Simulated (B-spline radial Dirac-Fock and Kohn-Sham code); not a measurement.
Model: Dirac-Fock ΔSCF + Breit + QED. Program: a radial finite-basis atomic code. Free neutral atoms.

Question: Order these X-ray lines by photon energy, lowest first.
A. Si Kα2
B. Rb Lβ7
C. Nb Lℓ
D. W Mγ
E. Tl Mβ
F. Tm Mζ1

Answer: F (1129.5 eV), A (1740.2 eV), B (1807.9 eV), C (1900.1 eV), D (2037.0 eV), E (2364.5 eV).

Values without a named source are computed, but for edge energies of neutral atoms, which are taken from tables.
